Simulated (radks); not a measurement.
Task: All-electron atom: neutral hydrogen in 2s1 (not the ground configuration). All-electron calculation, Dirac Kohn-Sham, LDA (Slater exchange, Perdew-Wang correlation), spin-unpolarised, spherical densities, finite nucleus; Gaussian nuclear charge, rms radius 0.8783 fm. Program: a radial shooting solver on a logarithmic mesh with Libxc functionals. Some entries of the table are withheld. Estimate them.

| orbital | occ. | eigenvalue (hartree) | <1/r> (bohr^-1) |
|---|---|---|---|
| 1s1/2 | 0 | -0.44061 | 1.076 |
| 2s1/2 | 1 | -0.07153 | 0.2418 |
| 2p1/2 | 0 | -0.06056 | (1) |
| 2p3/2 | 0 | -0.06056 | (2) |

Result: 
(1) 2p1/2 <1/r> (bohr^-1): 0.2203
(2) 2p3/2 <1/r> (bohr^-1): 0.2203
